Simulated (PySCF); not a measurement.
# Deuteron quadrupole couplings in `PC[P-]C1=CCCC1`

Compound: C6H11P2 (charge -1).
Geometry (PBE0-D3(BJ)/def2-SVP, Å), atoms numbered from 1 in this order:
```
atom  x, y, z in Å
P1     3.0392   -0.1661   -1.0065
C2     2.1941   -1.2787    0.2462
P3     1.1472   -0.5148    1.5992
C4    -0.2950   -0.0930    0.6539
C5    -0.6790   -0.2739   -0.6516
C6    -2.0346    0.3070   -0.9481
C7    -2.6282    0.4867    0.4567
C8    -1.4052    0.6780    1.3583
H9     1.9099    0.6526   -1.3207
H10    3.5572    0.7897   -0.0739
H11    1.6202   -2.0131   -0.3525
H12    3.0114   -1.8535    0.7174
H13   -0.0642   -0.7419   -1.4252
H14   -2.6737   -0.3353   -1.5869
H15   -1.9856    1.2887   -1.4758
H16   -3.3592    1.3122    0.5258
H17   -3.1506   -0.4415    0.7464
H18   -1.5700    0.3314    2.3930
H19   -1.1247    1.7468    1.4266
```

Level: PBE0/pcSseg-1 (PySCF, non-relativistic); Q(2H) = 0.00286 b; rigid geometry, the same for H and D, with no vibrational averaging.

Problem. Rank these positions by the coupling χzz of a deuteron there, largest first.
A. H12 (methylene hydrogen)
B. H19 (methylene hydrogen)
C. H15 (methylene hydrogen)
D. H13 (vinylic hydrogen)
E. H10 (P–H hydrogen)

Solution. D (215 kHz), A (199 kHz), B (192 kHz), C (184 kHz), E (114 kHz).

Problem. What are Vzz, η and χzz (234.96 MHz × Q × Vzz) at all hydrogens?

Solution. 
| atom | bonded to | bond length (Å) | Vzz (au) | η | χzz (kHz) |
| --- | --- | --- | --- | --- | --- |
| H9 | P1 | 1.430 | 0.1681 | 0.11 | 113 |
| H10 | P1 | 1.432 | 0.1704 | 0.11 | 114 |
| H11 | C2 | 1.108 | 0.2890 | 0.04 | 194 |
| H12 | C2 | 1.105 | 0.2961 | 0.03 | 199 |
| H13 | C5 | 1.093 | 0.3200 | 0.12 | 215 |
| H14 | C6 | 1.109 | 0.2853 | 0.02 | 192 |
| H15 | C6 | 1.116 | 0.2733 | 0.02 | 184 |
| H16 | C7 | 1.105 | 0.2914 | 0.00 | 196 |
| H17 | C7 | 1.104 | 0.2894 | 0.01 | 194 |
| H18 | C8 | 1.104 | 0.2900 | 0.02 | 195 |
| H19 | C8 | 1.107 | 0.2855 | 0.02 | 192 |

Problem. Average by the element that carries the hydrogen.

Solution. on P: 114 kHz over 2 positions, mean bond length 1.431 Å; on C: 196 kHz over 9 positions, mean bond length 1.105 Å.

Problem. How does χzz go with the bond length over the 9 C–H bonds?

Solution. A straight-line fit has a slope of -13.8 kHz for each 0.01 Å, with a correlation coefficient of -0.96, over lengths from 1.093 to 1.116 Å. The longer bonds have the smaller couplings here.

Problem. A static deuteron (I = 1) shows a doublet split by (3/2)χ, (3/4)χ(1 + η) and (3/4)χ(1 − η) with the field along z, y and x of the gradient. What are these for H13?

Solution. With |χ| = 215.1 kHz and η = 0.117: 323, 180 and 142 kHz, to first order and without motion.

The structure is a single PBE0-D3(BJ)/def2-SVP conformer in the gas phase; no vibrational or solvent corrections. The pcSseg-1 basis has no diffuse functions, a weakness for an anion. The HOMO energy is positive at this level (+0.48 eV), so the outermost electrons may be held by the finite basis alone. The small basis limits the accuracy of the gradients.
